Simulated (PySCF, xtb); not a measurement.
ClH6NOSi2, SMILES Cl[Si@H](N[SiH3])O. Other conformers were not sampled.

Harmonic wavenumbers (cm⁻¹) from GFN2-xTB (xtb) at its own minimum, in rising order: 35, 86, 111, 179, 234, 254, 265, 366, 489, 574, 583, 633, 680, 725, 757, 787, 797, 818, 905, 990, 1203, 2219, 2257, 2294, 2360, 3475, 3654.

Problem. What does r2SCAN-D4/def2-SVP (PySCF) give at its own minimum? (The exact figures need the calculation; the answer reports its results.)

Solution. 55, 116, 142, 190, 275, 299, 340, 406, 522, 619, 711, 733, 788, 839, 899, 913, 938, 942, 958, 1000, 1187, 2224, 2227, 2232, 2302, 3575, 3868. Paired by order, the mean absolute difference is 70 cm⁻¹ and the zero-point energies are 39.6 and 41.9 kcal/mol.
